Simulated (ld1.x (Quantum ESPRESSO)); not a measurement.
**germanium: TM pseudisation with PBEsol, scalar-relativistic reference atom.**

ld1.x (Quantum ESPRESSO) 7.5 was run on this input:

```
&input
   title='Ge', zed=32., rel=1, dft='PBESOL', iswitch=3,
   config='[Ar] 3d10 4s2 4p0',
   nld=2, rlderiv=1.60, eminld=-4.0, emaxld=5.0, deld=0.02
 /
 &inputp
   pseudotype=2, tm=.true., lloc=-1, rcloc=1.05,
   nlcc=.true., new_core_ps=.true., rcore=0.75,
   file_pseudopw='Ge.UPF', file_wfcaegen='ae.wfc', file_wfcncgen='nc.wfc', file_beta='beta', file_chi='chi'
 /
2
4S  1  0   2.00   0.00  1.45  1.45  0.0
4P  2  1   0.00   0.00  1.35  1.35  0.0
 &test
   configts(1)='4s2 4p0'
 /
```

Command:

```bash
ld1.x < Ge.in > Ge.out
```

The program printed (shortened: banner, matrices, multipoles, cross overlaps and the repeated all-electron block are left out):

```
Program LD1 v.7.5
     --------------------------- All-electron run ----------------------------

     Ge
     scalar relativistic calculation

     atomic number is 32.00
     dft =PBESOL   lsd =0 sic =0 latt =0  beta=0.20 tr2=1.0E-14
     Exchange-correlation= PBESOL
                           (   1   4  10   8   0   0   0)
     mesh =1207 r(mesh) = 100.41023 a.u. xmin = -7.00 dx = 0.01250
     1 Ry =  13.60569312 eV, c = 137.03599908

     n l     nl                  e(Ry)          e(Ha)          e(eV)
     1 0     1S 1( 2.00)      -806.4486      -403.2243    -10972.2928
     2 0     2S 1( 2.00)      -102.2118       -51.1059     -1390.6624
     2 1     2P 1( 6.00)       -89.5313       -44.7656     -1218.1353
     3 0     3S 1( 2.00)       -13.8253        -6.9126      -188.1027
     3 1     3P 1( 6.00)        -9.9526        -4.9763      -135.4117
     3 2     3D 1(10.00)        -3.6182        -1.8091       -49.2278
     4 0     4S 1( 2.00)        -2.1522        -1.0761       -29.2821
     4 1     4P 1( 0.00)        -1.4553        -0.7277       -19.8009

     final scf error:  8.9E-15 reached in  36 iterations

     Etot =   -4192.906700 Ry,   -2096.453350 Ha,  -57047.401848 eV

     Ekin =    4268.551798 Ry,    2134.275899 Ha,   58076.605843 eV
     Encl =  -10065.360057 Ry,   -5032.680029 Ha, -136946.200112 eV
     Eh   =    1758.805190 Ry,     879.402595 Ha,   23929.763684 eV
     Exc  =    -154.903631 Ry,     -77.451815 Ha,   -2107.571263 eV

     normalization and overlap integrals

     s(1S/1S) =  1.000000  <r> =   0.0470  <r2> =    0.0030  r(max) =   0.0309
     s(2S/2S) =  1.000000  <r> =   0.2102  <r2> =    0.0521  r(max) =   0.1754
     s(2P/2P) =  1.000000  <r> =   0.1838  <r2> =    0.0414  r(max) =   0.1418
     s(3S/3S) =  1.000000  <r> =   0.6247  <r2> =    0.4503  r(max) =   0.5402
     s(3P/3P) =  1.000000  <r> =   0.6473  <r2> =    0.4933  r(max) =   0.5402
     s(3D/3D) =  1.000000  <r> =   0.7318  <r2> =    0.6838  r(max) =   0.5012
     s(4S/4S) =  1.000000  <r> =   1.9371  <r2> =    4.2680  r(max) =   1.6641
     s(4P/4P) =  1.000000  <r> =   2.3208  <r2> =    6.1700  r(max) =   1.9577

     ------------------------ End of All-electron run ------------------------

     --------------------- Generating NC pseudopotential ---------------------

      Generating local potential from pseudized AE potential:
      Matching radius rcloc =   1.0500

      Local pseudo, rcloc= 1.061 Estimated cut-off energy=    21.19 Ry

      Computing core charge for nlcc:

       r > 0.76 : true rho core
      Core charge pseudized with two Bessel functions
      Integrated core pseudo-charge :  21.04

      Wfc   4S  rcut= 1.432  Using Troullier-Martins method

      Wfc   4P  rcut= 1.362  Using Troullier-Martins method

     ------------------- End of pseudopotential generation -------------------

     Computing logarithmic derivative in   1.59286
     Computing logarithmic derivative in   1.59286
     Computing the partial wave expansion
     R is outside the sphere for l=    0 j= 0.00
     R is outside the sphere for l=    1 j= 0.00

     ---------------------- Testing the pseudopotential ----------------------

     Ge
     scalar relativistic calculation

     atomic number is 32.00   valence charge is  4.00
     dft =PBESOL   lsd =0 sic =0 latt =0  beta=0.20 tr2=1.0E-14
     mesh =1207 r(mesh) = 100.41023 xmin = -7.00 dx = 0.01250

     n l     nl             e AE (Ry)        e PS (Ry)    De AE-PS (Ry)
     1 0     4S   1( 2.00)       -2.15220       -2.15220        0.00000
     2 1     4P   1( 0.00)       -1.45534       -1.45532       -0.00002

     eps = 2.9E-15  iter =  3

     Etot =   -4192.906700 Ry,   -2096.453350 Ha,  -57047.401848 eV
     Etotps =   -66.920705 Ry,     -33.460352 Ha,    -910.502575 eV

     Ekin =       1.399298 Ry,       0.699649 Ha,      19.038423 eV
     Encl =      -9.799085 Ry,      -4.899542 Ha,    -133.323340 eV
     Ehrt =       1.853669 Ry,       0.926834 Ha,      25.220451 eV
     Ecxc =     -62.528473 Ry,     -31.264236 Ha,    -850.743211 eV
     (Ecc =     -60.934237 Ry,     -30.467119 Ha,    -829.052535 eV)
     Epseu=       2.153885 Ry,       1.076943 Ha,      29.305102 eV

     ---------------------- End of pseudopotential test ----------------------
```

Note: ghost state, extra bound levels that the all-electron valence spectrum of the same l lacks: s at -92.8 eV. A true bound ghost makes a file unfit for plane-wave use.

Generation and configuration tests took about 2.4 s on one core of a shared server CPU.

Transferability test of the new file with ld1.x, input:

```
&input
   title='Ge', zed=32., rel=1, dft='PBESOL', iswitch=2,
   config='[Ar] 3d10 4s2 4p0'
 /
 &test
   file_pseudo='Ge.UPF', nconf=8,
   configts(1)='4s2 4p0',
   configts(2)='4s2 4p2',
   configts(3)='4s2 4p1',
   configts(4)='4s1 4p0',
   configts(5)='4s1 4p2',
   configts(6)='4s2 4p2.3',
   configts(7)='4s0 4p4',
   configts(8)='4s1 4p3'
 /
```

```bash
ld1.x < Ge.test.in > Ge.test.out
```

Pseudopotential blocks of its output, shortened (energy terms left out):

```
     ---------------------- Testing the pseudopotential ----------------------

     n l     nl             e AE (Ry)        e PS (Ry)    De AE-PS (Ry)
     1 0     4S   1( 2.00)       -2.15220       -2.15220        0.00000
     2 1     4P   1( 0.00)       -1.45534       -1.45532       -0.00002

     eps = 2.9E-15  iter =  3

     Etot =   -4192.906700 Ry,   -2096.453350 Ha,  -57047.401848 eV
     Etotps =   -66.920705 Ry,     -33.460352 Ha,    -910.502575 eV

     ---------------------- End of pseudopotential test ----------------------

          ---------------------- Testing the pseudopotential ----------------------

     n l     nl             e AE (Ry)        e PS (Ry)    De AE-PS (Ry)
     1 0     4S   1( 2.00)       -0.86312       -0.86021       -0.00291
     2 1     4P   1( 2.00)       -0.28641       -0.28644        0.00003

     eps = 3.8E-15  iter = 10

     Etot =   -4194.589934 Ry,   -2097.294967 Ha,  -57070.303424 eV
     Etotps =   -68.602333 Ry,     -34.301167 Ha,    -933.382295 eV
     dEtot_ae =      -1.683235 Ry
     dEtot_ps =      -1.681628 Ry,   Delta E=      -0.001606 Ry

     ---------------------- End of pseudopotential test ----------------------

          ---------------------- Testing the pseudopotential ----------------------

     n l     nl             e AE (Ry)        e PS (Ry)    De AE-PS (Ry)
     1 0     4S   1( 2.00)       -1.46208       -1.45870       -0.00338
     2 1     4P   1( 1.00)       -0.82733       -0.82601       -0.00133

     eps = 5.3E-15  iter =  9

     Etot =   -4194.042153 Ry,   -2097.021077 Ha,  -57062.850479 eV
     Etotps =   -68.055149 Ry,     -34.027574 Ha,    -925.937471 eV
     dEtot_ae =      -1.135453 Ry
     dEtot_ps =      -1.134444 Ry,   Delta E=      -0.001010 Ry

     ---------------------- End of pseudopotential test ----------------------

          ---------------------- Testing the pseudopotential ----------------------

     n l     nl             e AE (Ry)        e PS (Ry)    De AE-PS (Ry)
     1 0     4S   1( 1.00)       -2.96839       -2.98550        0.01710  !
     2 1     4P   1( 0.00)       -2.20180       -2.21710        0.01531  !

     eps = 3.1E-15  iter =  4

     Etot =   -4190.349829 Ry,   -2095.174914 Ha,  -57012.613850 eV
     Etotps =   -64.355958 Ry,     -32.177979 Ha,    -875.607415 eV
     dEtot_ae =       2.556871 Ry
     dEtot_ps =       2.564747 Ry,   Delta E=      -0.007876 Ry

     ---------------------- End of pseudopotential test ----------------------

          ---------------------- Testing the pseudopotential ----------------------

     n l     nl             e AE (Ry)        e PS (Ry)    De AE-PS (Ry)
     1 0     4S   1( 1.00)       -1.53371       -1.53357       -0.00015
     2 1     4P   1( 2.00)       -0.88531       -0.88529       -0.00002

     eps = 1.4E-15  iter =  7

     Etot =   -4193.400542 Ry,   -2096.700271 Ha,  -57054.120921 eV
     Etotps =   -67.414542 Ry,     -33.707271 Ha,    -917.221564 eV
     dEtot_ae =      -0.493843 Ry
     dEtot_ps =      -0.493837 Ry,   Delta E=      -0.000006 Ry

     ---------------------- End of pseudopotential test ----------------------

          ---------------------- Testing the pseudopotential ----------------------

     n l     nl             e AE (Ry)        e PS (Ry)    De AE-PS (Ry)
     1 0     4S   1( 2.00)       -0.70991       -0.70726       -0.00266
     2 1     4P   1( 2.30)       -0.14877       -0.14912        0.00034

     eps = 2.5E-16  iter = 12

     Etot =   -4194.654849 Ry,   -2097.327425 Ha,  -57071.186637 eV
     Etotps =   -68.667313 Ry,     -34.333657 Ha,    -934.266395 eV
     dEtot_ae =      -1.748150 Ry
     dEtot_ps =      -1.746609 Ry,   Delta E=      -0.001541 Ry

     ---------------------- End of pseudopotential test ----------------------

          ---------------------- Testing the pseudopotential ----------------------

     n l     nl             e AE (Ry)        e PS (Ry)    De AE-PS (Ry)
     1 0     4S   1( 0.00)       -0.99638       -0.99784        0.00146
     2 1     4P   1( 4.00)       -0.38282       -0.38346        0.00064

     eps = 4.5E-15  iter = 10

     Etot =   -4193.398370 Ry,   -2096.699185 Ha,  -57054.091362 eV
     Etotps =   -67.412498 Ry,     -33.706249 Ha,    -917.193759 eV
     dEtot_ae =      -0.491670 Ry
     dEtot_ps =      -0.491793 Ry,   Delta E=       0.000123 Ry

     ---------------------- End of pseudopotential test ----------------------

          ---------------------- Testing the pseudopotential ----------------------

     n l     nl             e AE (Ry)        e PS (Ry)    De AE-PS (Ry)
     1 0     4S   1( 1.00)       -0.93340       -0.93293       -0.00047
     2 1     4P   1( 3.00)       -0.33722       -0.33759        0.00036

     eps = 1.5E-15  iter = 14

     Etot =   -4194.003346 Ry,   -2097.001673 Ha,  -57062.322480 eV
     Etotps =   -68.017549 Ry,     -34.008774 Ha,    -925.425899 eV
     dEtot_ae =      -1.096646 Ry
     dEtot_ps =      -1.096844 Ry,   Delta E=       0.000198 Ry

     ---------------------- End of pseudopotential test ----------------------
```
